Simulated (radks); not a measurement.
Tb XXVII, 39 electrons, occupied as [Ar] 3d10 4s2 4p4 4d3 5d2 (not the ground configuration).

Calculated with a radial shooting solver on a logarithmic mesh with Libxc functionals: scalar-relativistic Kohn-Sham, PBE, spin-polarised, spherical densities, finite nucleus; open shells are filled with parallel spins first (spin-orbit coupling, left out, can overturn this in heavy ions); Fermi nuclear charge, rms radius 5.06 fm.

Energy parts (eV):
| part | energy |
|---|---|
| total | -308936.48 |
| kinetic | 333187.36 |
| electron-nucleus | -719000.86 |
| Hartree | 82898.83 |
| exchange-correlation | -6021.82 |

Orbitals (lengths in bohr, moments of r in powers of bohr; <r^-3> diverges for s and p1/2; r(max) is where P^2 peaks):
orbital  occ.  eigenvalue (eV)   r(max)  <1/r>      <r^2>  <r^-3>
1s up       1        -52769.30  0.01364  73.09  0.0006317       -
1s down     1        -52767.86  0.01364  73.09  0.0006316       -
2s up       1        -9508.146  0.07748  16.98   0.009878       -
2s down     1        -9504.088  0.07748  16.98   0.009876       -
2p up       3        -8552.335  0.06278  15.81   0.007976   12110
2p down     3        -8548.496  0.06277  15.81   0.007974   12110
3s up       1        -2790.343   0.2189  6.289    0.06447       -
3s down     1        -2787.393   0.2190  6.292    0.06434       -
3p up       3        -2495.334   0.2147  5.911    0.06440    2608
3p down     3        -2492.013   0.2148  5.914    0.06424    2609
3d up       5        -2115.848   0.1751  5.611    0.05351   351.8
3d down     5        -2111.686   0.1753  5.612    0.05339   351.8
4s up       1        -1168.688   0.4819  2.910     0.2770       -
4s down     1        -1153.296   0.4813  2.911     0.2773       -
4p up       3        -1061.462   0.4955  2.742     0.2958   752.2
4p down     1        -1046.178   0.4950  2.739     0.2964   751.1
4d up       3        -918.2336   0.4949  2.555     0.3067   96.28
4d down     0        -903.2759   0.4944  2.554     0.3075   96.44
5s up       0        -628.5542   0.8958  1.617     0.8679       -
5s down     0        -618.1825   0.8965  1.618     0.8694       -
5p up       0        -582.1158   0.9333  1.535     0.9407   296.3
5p down     0        -571.7605   0.9339  1.536     0.9425   297.6
5d up       2        -519.0593   0.9739  1.440      1.028   38.57
5d down     0        -508.8661   0.9743  1.442      1.030   38.94

The highest occupied level is 5d up at -519.06 eV. The configuration is held as typed, so some empty levels lie below it. The density falls to 0.001 e/bohr^3 at r = 1.87 bohr.
